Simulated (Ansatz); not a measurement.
Molecule: sum formula GeOF₂, charge -1, multiplicity 2. SMILES of the parent species: [O]=[Ge]([F])[F]
Coordinates optimised at B3LYP-D3(BJ)/def2-TZVP (Ansatz, a first-principles code):
```
Ge
O 1 1.7014
F 1 1.8227 2 113.25
F 1 1.8227 2 113.25 3 -107.88
```
Charge -1, spin multiplicity 2.

Parts of the frozen-core correlation energy in cc-pVDZ (Ansatz, hartree). Frozen orbitals: 17; correlated occupied orbitals by spin: 13 and 12; virtual: 39 and 40. Open shells are spin-unrestricted. Spin-orbit coupling is left out. Non-relativistic.

| term | value |
|---|---|
| reference (HF) | -2349.15939 |
| MP2 opposite-spin | -0.45979 |
| MP2 same-spin | -0.17656 |
| CCSD correlation | -0.65141 |
| (T) | -0.01422 |
| T1 diagnostic | 0.032 |
| largest doubles amplitude | 0.051 |
| <S^2> of the reference | 0.808 |
